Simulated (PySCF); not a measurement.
# YbCl3(H2O): from a saddle point downhill

PySCF 2.14.0, RKS PBE0, Yb lcecp-1-SVP with ECP59, Cl def2-SVP, O def2-SVP, H def2-SVP; non-relativistic Hamiltonian with scalar-relativistic core potentials where named; density fitting; no spin-orbit coupling. Relaxed within the symmetry of its start, the geometry (Cs) is

```xyz
7

Yb    0.0144   -0.0228    0.0228
Cl    1.1056    1.8553    1.1431
Cl   -1.6156   -1.3039    1.3039
Cl    1.1056   -1.1431   -1.8553
O    -1.2736    1.3268   -1.3268
H    -1.4641    2.2583   -1.1527
H    -1.4641    1.1527   -2.2583
```

and its lowest harmonic modes are -47, 44, 67, 73, 75, 137 cm⁻¹ (negative: unstable). It was moved along the lowest mode and relaxed again.

Question: Where does it end, and how much lower?

Answer: In C1, 0.001 eV lower, after 3 steps:
```xyz
7

Yb    0.0127   -0.0264    0.0202
Cl    1.0936    1.8749    1.1161
Cl   -1.6160   -1.3193    1.2898
Cl    1.1168   -1.1649   -1.8373
O    -1.2797    1.3861   -1.2634
H    -1.2461    2.3460   -1.1495
H    -1.6733    1.2000   -2.1261
```

Question: How do the contacts change?

Answer: 
| contact | saddle (Å) | end (Å) |
| --- | --- | --- |
| Yb1–Cl2 (Cl) | 2.444 | 2.446 |
| Yb1–Cl3 (Cl) | 2.437 | 2.436 |
| Yb1–Cl4 (Cl) | 2.444 | 2.442 |
| Yb1–O5 (H2O) | 2.303 | 2.305 |


Question: Is the end a minimum?

Answer: Yes, as far as the noise of the softest modes lets one tell (those above −25 cm⁻¹ count as noise); lowest modes 14, 48, 67, 69, 76, 148 cm⁻¹.

An lcecp potential fixes the number of 4f electrons, so in runs with it no electron can move into or out of that shell.

State: singlet in the valence, with the 4f electrons in the core potential.
